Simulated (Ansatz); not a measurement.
W(O)2(Cl)(SH) (ClHO2SW), SMILES [O]=[W](=[O])([SH])[Cl], multiplicity 1.

Geometry optimised at B3LYP-D3(BJ)/def2-SVP. The multiplicity is an assumed one; no other spin state was optimised. The structure was generated by enumeration; whether it is a known compound was not checked. The def2 effective core potentials stand for the cores of W; spin–orbit coupling is left out. The values are those of a single conformer.

Two levels are set side by side: PBE/def2-SVPD (Ansatz, a program for electronic structure) and CAM-B3LYP/def2-SVPD (Ansatz). Energy differences of separate SCF runs at the same geometry; the states with an electron removed or added have multiplicity 2 and 2. Differences are taken from unrounded values.

| quantity | CAM-B3LYP |
|---|---|
| vertical ionisation energy (eV) | 10.94 |
| vertical electron affinity (eV) | 1.71 |
| vertical singlet–triplet gap (eV) | 3.77 |

Problem. What does PBE give, and how far is it from CAM-B3LYP? (Estimate from the structure and the level; the computed values follow.)

Solution. 
| quantity | PBE | PBE minus CAM-B3LYP |
|---|---|---|
| vertical ionisation energy (eV) | 10.57 | -0.37 |
| vertical electron affinity (eV) | 1.16 | -0.55 |
| vertical singlet–triplet gap (eV) | 3.81 | 0.04 |
